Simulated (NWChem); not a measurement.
Ionisation of C$_{2}$H$_{5}$S

SMILES: CC[S]
```xyz
8

C     -1.6375     0.3067     0.0000
C     -0.1719     0.7335     0.0000
S      1.0480    -0.5987     0.0000
H     -1.8731    -0.3042     0.8941
H     -2.3077     1.1924     0.0000
H     -1.8731    -0.3042    -0.8941
H      0.0713     1.3773     0.8780
H      0.0713     1.3773    -0.8780
```
Charge 0, spin multiplicity 2.

Everything below was run with NWChem. The geometry was optimised at UPBE/def2-SVP, a minimum by its harmonic frequencies.

Basis set: def2-SVPD. −ε marks an orbital energy of the parent.

The correlated methods keep 7 core orbitals frozen. B3LYP has NWChem's definition, with VWN1-RPA local correlation. The structure started from a generated list of species. The unpaired electrons of the parent sit in orbitals of symmetry a" (Cs labels of the run); other states weren't searched. The stability of the SCF solutions was not checked. Open-shell Hartree-Fock references start from PBE0 orbitals.

### Question
For the first vertical ionisation energy, −ε(beta HOMO) of PBE gives 5.28 eV and −ε(beta HOMO) of r2SCAN gives 5.51 eV. What do −ε(beta HOMO) of B3LYP, −ε(beta HOMO) of PBE0, G0W0@PBE0 give?

### Answer
−ε(beta HOMO) of B3LYP: 6.42 eV; −ε(beta HOMO) of PBE0: 6.64 eV; G0W0@PBE0: 8.34 eV.
